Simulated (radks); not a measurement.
Values are calculated unless marked as measured or tabulated.
Species: Tl XLIII. Configuration: [Kr] 4d3.

Code: a radial shooting solver on a logarithmic mesh with Libxc functionals. Model: Dirac Kohn-Sham, relativistic LDA (MacDonald-Vosko exchange, VWN5 correlation), spin-unpolarised, spherical densities, finite nucleus; open shells fill j = l - 1/2 first; Fermi nuclear charge, rms radius 5.4759 fm.

Energy parts (eV):
total: -519630.42
kinetic: 604038.98
electron-nucleus: -1231431.14
Hartree: 114524.82
exchange-correlation: -6763.07

Orbitals (lengths in bohr, moments of r in powers of bohr; <r^-3> diverges for s and p1/2):
\begin{tabular}{lrrrrr}
orbital & occ. & eigenvalue (eV) & <r^-3> & <r> & small-component weight \\ \hline
1s1/2 & 2 & -86767.89 & - & 0.01640 & 9.44e-02 \\
2s1/2 & 2 & -17067.76 & - & 0.06833 & 2.18e-02 \\
2p1/2 & 2 & -16479.17 & - & 0.05610 & 2.19e-02 \\
2p3/2 & 4 & -14441.77 & 22200 & 0.06483 & 1.93e-02 \\
3s1/2 & 2 & -5513.033 & - & 0.1759 & 7.47e-03 \\
3p1/2 & 2 & -5250.263 & - & 0.1661 & 7.41e-03 \\
3p3/2 & 4 & -4785.236 & 5369 & 0.1813 & 6.70e-03 \\
3d3/2 & 4 & -4355.592 & 943.1 & 0.1572 & 6.57e-03 \\
3d5/2 & 6 & -4255.025 & 776.0 & 0.1619 & 6.38e-03 \\
4s1/2 & 2 & -2491.388 & - & 0.3580 & 3.16e-03 \\
4p1/2 & 2 & -2376.584 & - & 0.3540 & 3.09e-03 \\
4p3/2 & 4 & -2229.719 & 1741 & 0.3772 & 2.87e-03 \\
4d3/2 & 3 & -2046.413 & 299.7 & 0.3649 & 2.73e-03 \\
4d5/2 & 0 & -2015.145 & 244.2 & 0.3714 & 2.67e-03 \\
5s1/2 & 0 & -1409.741 & - & 0.6169 & 1.67e-03 \\
5p1/2 & 0 & -1354.990 & - & 0.6197 & 1.64e-03 \\
5p3/2 & 0 & -1292.021 & 758.9 & 0.6501 & 1.55e-03 \\
\end{tabular}

The highest occupied level is 4d3/2 at -2046.4 eV. Summed over all electrons, <r^2> = 2.301 bohr^2, which gives a Langevin (diamagnetic) susceptibility term of -1.82 x 10^-6 cm^3/mol.
